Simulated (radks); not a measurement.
Q: The mean radii <r> (bohr) of the occupied orbitals of an atom or ion are listed with their occupations. All-electron calculation, non-relativistic Kohn-Sham, AM05, spin-unpolarised, spherical densities, point nucleus. Program: a radial shooting solver on a logarithmic mesh with Libxc functionals.

orbital  occ.      <r>
1s          2  0.02076
2s          2  0.08778
2p          6  0.07425
3s          2   0.2233
3p          6   0.2133
3d         10   0.1872
4s          2   0.4992
4p          6   0.5069
4d         10   0.5256
5s          2    1.204
5p          6    1.338
4f         14   0.6176
5d          3    1.936

Name the element and its charge.

A: Z = 73, tantalum, charge +2: Ta2+ in [Xe] 4f14 5d3. The 1s radius gives Z: for a bare nucleus <r> = 1.5/Z, 0.02055 bohr for Z = 73, and screening makes it slightly larger (0.02076 here). The occupations add up to 71, and the charge is Z minus that.
